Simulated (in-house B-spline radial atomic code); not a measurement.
Values are calculated unless marked as measured or tabulated.
**Making a Troullier-Martins s channel for Te, r_c = 1.63 bohr**

Te, [Kr] 4d10 5s2 5p4, non-relativistic PBE, spherical and spin-unpolarised, from a B-spline radial code for spherical atoms (atomic units). The all-electron 5s level is ε = -0.512919 hartree, its outermost node lies just inside 0.97 bohr and its outer maximum at 1.88 bohr.

Inside r_c the pseudo-orbital is u(r) = r^1 exp(p(r)), with p = c0 + c2 r² + c4 r⁴ + … + c12 r¹². The seven coefficients follow from p and its first four derivatives at r_c, from zero curvature of the screened potential at the origin, c4 = −c2²/(2l + 5), and from the norm inside r_c. At r_c the all-electron orbital has P = 0.7437514, P' = 0.3456596, the screened potential V = -1.702146, V' = 2.534294, V'' = -6.041305, and the norm inside is Q = 0.2284881.

Question: What are p, p' and p'' at r_c?

Answer: p = ln(P/r_c^1) = ln(0.7437514/1.63) = -0.78463. p' = P'/P − 1/r_c = 0.46475 − 0.61350 = -0.14875. The radial equation gives p'' = 2(V − ε) − 2(1) p'/r_c − p'² = -2.37845 − (-0.18251) − 0.02213 = -2.21807. Differentiating, p''' = 2V' + 2(1)p'/r_c² − 2(1)p''/r_c − 2p'p'' = 7.0183, and p'''' = 2V'' − 4(1)p'/r_c³ + 4(1)p''/r_c² − 2(1)p'''/r_c − 2p''² − 2p'p''' = -31.648.

For a trial c2 the five matching conditions are linear in c0, c6, c8, c10 and c12, and c2 is varied until the norm inside r_c equals Q. The root nearest zero gives:

| n | c_n |
| --- | --- |
| 0 | -1.290055 |
| 2 | 0.02407632 |
| 4 | -0.0001159338 |
| 6 | 0.3664361 |
| 8 | -0.2763635 |
| 10 | 0.07373544 |
| 12 | -0.00688292 |

Question: Check c4 and p(r_c), and find the screened pseudopotential at the origin.

Answer: −c2²/5 = -0.000115934, as listed. The terms c_n r_c^n are -1.29006, 0.06397, -0.00082, 6.87265, -13.77151, 9.76230, -2.42116, which sum to -0.78463. Inverting the radial equation, V_l(r) = ε + 1 p'/r + (p'' + p'²)/2, so V_l(0) = ε + (2l + 3) c2 = -0.512919 + 3 × (0.0240763) = -0.4407 hartree, finite where the all-electron potential diverges.

Orbitals and screened potentials:

```csv
r (bohr),P,u,V all-electron,V pseudo
0.163,0.07392,0.0449,-170.9,-0.4354
0.408,-0.0667,0.1129,-37.44,-0.2697
0.652,-0.3867,0.185,-14.98,0.329
0.896,-0.09363,0.2772,-7.375,1.02
1.141,0.3127,0.4189,-4.125,0.6126
1.386,0.5996,0.6062,-2.546,-1.262
1.63,0.7438,0.7438,-1.702,-1.702
```

Logarithmic derivatives P'/P at R = 1.93 bohr, for energies E around ε:

| E − ε (hartree) | all-electron | pseudo |
| --- | --- | --- |
| -0.5 | 0.498604 | 0.491242 |
| -0.25 | 0.230444 | 0.228093 |
| -0.1 | 0.0505168 | 0.0500745 |
| 0 | -0.0790272 | -0.0790278 |
| 0.1 | -0.217428 | -0.217986 |
| 0.25 | -0.44439 | -0.448603 |
| 0.5 | -0.888251 | -0.912276 |

Question: With P(R) = 0.780444 and a norm of 0.4074379 inside R, what slope in energy does norm conservation fix?

Answer: d(P'/P)/dE = −2 × (norm inside R)/P(R)² = -1.3379 per hartree·bohr at E = ε, for both atoms, since orbital and norm agree at R. Differences over ±0.1 hartree give -1.3397 (all-electron) and -1.3403 (pseudo), which also hold third-order terms. Half a hartree below ε the two curves differ by -0.0074.
